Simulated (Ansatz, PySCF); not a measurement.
H3AlAsFO (SMILES [OH][Al]([F])[AsH2]), singlet, at the geometry of the source list, with bond 5-1 at 1.8 times its length. Base run: CASSCF(6,5)/STO-3G (PySCF).

Here is a job for PySCF.
```python
from pyscf import gto, scf, mcscf
import numpy

mol = gto.Mole()
mol.atom = '''
    Al    0.37950000    0.42190000    0.06120000
    As   -1.43040000   -1.13160000    0.13690000
    H    -1.23870000   -1.32270000   -1.34960000
    H    -2.37050000    0.01130000   -0.17080000
    F     0.14730000    2.92570000   -1.57788000
    O     1.78080000    0.13310000    0.87490000
    H     2.62870000    0.07510000    1.29670000
'''
mol.basis = 'sto-3g'
mol.verbose = 4
mol.build()

mf = scf.RHF(mol)
mf.kernel()
mc = mcscf.CASSCF(mf, 5, 6)
mc.fix_spin_(ss=0.0)
mc.kernel()
occ = numpy.linalg.eigvalsh(mc.fcisolver.make_rdm1(mc.ci, mc.ncas, mc.nelecas))[::-1]
ss = mc.fcisolver.spin_square(mc.ci, mc.ncas, mc.nelecas)[0]
print('natural occupations', occ.round(4), ' <S^2>', round(ss, 4))
```

Programs used: Ansatz (a first-principles code), PySCF; a row that names a program was run with it.

The base run was repeated with changes; each row names its change, and settings that it needs were set with it.

```json
[
 {"change": "base", "ΔE vs base (kcal/mol)": "0.000", "natural occupations": "1.99 1.99 1.28 0.72 0.02", "<S^2> of the state": "0.00", "outcome": "converged"},
 {"change": "active space = 4 electrons, 4 orbitals", "ΔE vs base (kcal/mol)": "-5.90", "natural occupations": "1.98 1.28 0.72 0.02", "<S^2> of the state": "0.00", "outcome": "converged"},
 {"change": "orbitals = fixed (CASCI)", "ΔE vs base (kcal/mol)": "15.91", "natural occupations": "2.00 2.00 1.31 0.69 0.00", "<S^2> of the state": "0.00", "outcome": "converged"},
 {"change": "active space = 4 electrons, 5 orbitals", "ΔE vs base (kcal/mol)": "-3.21", "natural occupations": "1.97 1.28 0.72 0.02 0.01", "<S^2> of the state": "0.00", "outcome": "converged"},
 {"change": "code = ansatz", "ΔE vs base (kcal/mol)": "-6.91", "natural occupations": "-", "<S^2> of the state": "-", "outcome": "converged"},
 {"change": "active space = 6 electrons, 4 orbitals", "ΔE vs base (kcal/mol)": "-", "natural occupations": "-", "<S^2> of the state": "-", "outcome": "not converged"},
 {"change": "start = MP2 natural orbitals", "ΔE vs base (kcal/mol)": "-6.91", "natural occupations": "2.00 1.97 1.28 0.72 0.03", "<S^2> of the state": "0.00", "outcome": "converged"},
 {"change": "conv_tol = 1e-5", "ΔE vs base (kcal/mol)": "0.015", "natural occupations": "1.99 1.99 1.28 0.72 0.02", "<S^2> of the state": "0.00", "outcome": "converged"},
 {"change": "correction = SC-NEVPT2", "ΔE vs base (kcal/mol)": "-55.01", "natural occupations": "1.99 1.99 1.28 0.72 0.02", "<S^2> of the state": "0.00", "outcome": "converged"},
 {"change": "solver = newton", "ΔE vs base (kcal/mol)": "-2.10", "natural occupations": "2.00 1.98 1.28 0.72 0.02", "<S^2> of the state": "0.00", "outcome": "converged"},
 {"change": "active space = 2 electrons, 4 orbitals", "ΔE vs base (kcal/mol)": "5.00", "natural occupations": "1.28 0.72 0.00 0.00", "<S^2> of the state": "0.00", "outcome": "converged"}
]
```

Active orbitals are taken around the Fermi level unless the row says otherwise; CASSCF can end in different local minima, and two programs can end on different orbitals. State-averaged rows give the lowest state.
